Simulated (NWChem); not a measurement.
Program: NWChem. System: C₂H₆B, charge 0, spin multiplicity 2, at a geometry optimised with UPBE0/def2-SVP. The structure started from a generated list of species. Its SCF solution wasn't tested for a lower state. Level: UB2PLYP/def2-SVPD, 3 core orbitals frozen.

Input file:

```
start mol
memory heap 200 mb stack 900 mb global 1100 mb
geometry units angstroms nocenter noautoz
  C      0.000691     1.403598     0.099028
  B      0.000000     0.000000    -0.559967
  C     -0.000691    -1.403598     0.099028
  H      1.073669     1.671948     0.181237
  H     -0.466499     2.198194    -0.501444
  H     -0.408375     1.423159     1.125953
  H      0.408375    -1.423159     1.125953
  H      0.466499    -2.198194    -0.501444
  H     -1.073669    -1.671948     0.181237
  symmetry group C2
end
basis spherical
  * library def2-svpd
end
dft
  xc hfexch 0.53 becke88 0.47 lyp 0.73 mp2 0.27
  dftmp2
  odft
  mult 2
  semidirect memsize 60000000 filesize 0
  iterations 100
end
mp2
  freeze core 3
end
task dft energy
```

Output (cleaned and shortened):

```
             Northwest Computational Chemistry Package (NWChem) 7.3.0
             --------------------------------------------------------

                                NWChem Input Module
                                -------------------

 Scaling coordinates for geometry "geometry" by  1.889725989
 (inverse scale =  0.529177249)

 Turning off AUTOSYM since
 SYMMETRY directive was detected!

                             Geometry "geometry" -> ""
                             -------------------------

 Output coordinates in angstroms (scale by  1.889725989 to convert to a.u.)

  No.       Tag          Charge          X              Y              Z
 ---- ---------------- ---------- -------------- -------------- --------------
    1 C                    6.0000     0.00069100     1.40359800     0.09902800
    2 B                    5.0000     0.00000000     0.00000000    -0.55996700
    3 C                    6.0000    -0.00069100    -1.40359800     0.09902800
    4 H                    1.0000     1.07366900     1.67194800     0.18123700
    5 H                    1.0000    -0.46649900     2.19819400    -0.50144400
    6 H                    1.0000    -0.40837500     1.42315900     1.12595300
    7 H                    1.0000     0.40837500    -1.42315900     1.12595300
    8 H                    1.0000     0.46649900    -2.19819400    -0.50144400
    9 H                    1.0000    -1.07366900    -1.67194800     0.18123700

 Effective nuclear repulsion energy (a.u.)      60.5371437310

            Nuclear Dipole moment (a.u.)
            ----------------------------
        X                 Y               Z
 ---------------- ---------------- ----------------
     0.0000000000     0.0000000000    -0.0000132281

      Symmetry information
      --------------------

 Group name             C2
 Group number              4
 Group order               2
 No. of unique centers     5

      Symmetry unique atoms

     1    2    4    5    6


 Summary of "ao basis" -> "" (spherical)
 ------------------------------------------------------------------------------
       Tag                 Description            Shells   Functions and Types
[...]
     2   0 2 0    -15.549081    -85.414819    -83.499851    153.365589
     2   0 1 1     -0.000000      0.000000     -0.000000      0.000000
     2   0 0 2    -17.463103    -20.738252    -13.828892     17.104041

                   NWChem MP2 Semi-direct Energy/Gradient Module
                   ---------------------------------------------

  Basis functions       =    108
  Molecular orbitals    =    108
  Frozen core           =      3
  Frozen virtuals       =      0
  Active alpha occupied =      9
  Active beta occupied  =      8
  Active alpha virtual  =     96
  Active beta virtual   =     97
  Use MO symmetry       = T
  Use skeleton AO sym   = T

  AO/Fock/Back tols     =   1.0D-09  1.0D-09  1.0D-09

 GA uses MA = F    GA memory limited = T

 Available:
  local mem=  4.43D+07
 global mem=  1.44D+08
 local disk=  0.00D+00
  mp2_memr nvloc                    96
  nvloc new                    96
   1 passes of   9:        3145728                      45826                  17246106.
   1 passes of   9: M     44322876           G      144155872           F      41177148.

 Semi-direct pass number   1 of   1  for UHF alpha       at        6.5s
  vrange nnbf                  5864
  mp2_eaftype                    65  avail_ma_in_mb                   386
 EAF : mp2_eaftype filesize          65    8623053.
  mp2_eaf for mointskh                     65
Node 0 wrote     40.5 Mb in      0.0 s     Agg I/O rate:  2203.8 Mb/s
 Done moints_semi at        9.3s
  mp2_eaftype                    65  avail_ma_in_mb                   386
 EAF : mp2_eaftype filesize          65    8623053.
  mp2_eaf for kh                    65
 Done maket at        9.5s
 Done multipass loop at        9.5s

 GA uses MA = F    GA memory limited = T

 Available:
  local mem=  4.43D+07
 global mem=  1.44D+08
 local disk=  0.00D+00
  mp2_memr nvloc                    97
  nvloc new                    97
   1 passes of   8:        3145728                      43582                  15491597.
   1 passes of   8: M     44322876           G      144155872           F      41177148.

 Semi-direct pass number   1 of   1  for UHF beta        at        9.6s
  vrange nnbf                  5864
  mp2_eaftype                    59  avail_ma_in_mb                   386
 EAF : mp2_eaftype filesize          59    7745798.
  mp2_eaf for mointskh                     59
Node 0 wrote     36.4 Mb in      0.0 s     Agg I/O rate:  2510.8 Mb/s
 Done moints_semi at       12.3s
  mp2_eaftype                    59  avail_ma_in_mb                   386
 EAF : mp2_eaftype filesize          59    7745798.
  mp2_eaf for kh                    59
 Done maket at       12.5s
 Done multipass loop at       12.5s

          -------------------------------------------
          DFT energy                    -104.275839542213
          Unscaled MP2 energy             -0.451948145742
          Total DFT+MP2 energy          -104.397865541563
          -------------------------------------------

 -----------------------
 Performance information
 -----------------------

 Timer overhead =  1.23D-07 seconds/call

               Nr. of calls         CPU time (s)                 Wall time (s)                GFlops
             ---------------    -------------------     ------------------------------   -------------------
Name         Min   Avg   Max    Min     Avg     Max     Min     Avg     Max   Mx/calls   Min     Max     Sum
mp2: moin     2     2     2    5.6     5.6     5.6      5.6     5.6     5.6     2.8      0.0     0.0     0.0
mp2: make     2     2     2   0.42    0.42    0.42     0.42    0.42    0.42    0.21      0.0     0.0     0.0
mp2: tota     1     1     1    6.1     6.1     6.1      6.1     6.1     6.1     6.1      0.0     0.0     0.0

 The average no. of pstat calls per process was 5.00D+00
 with a timing overhead of 6.16D-07s

 Task  times  cpu:       12.5s     wall:       12.5s

 Total times  cpu:       12.5s     wall:       12.5s
```
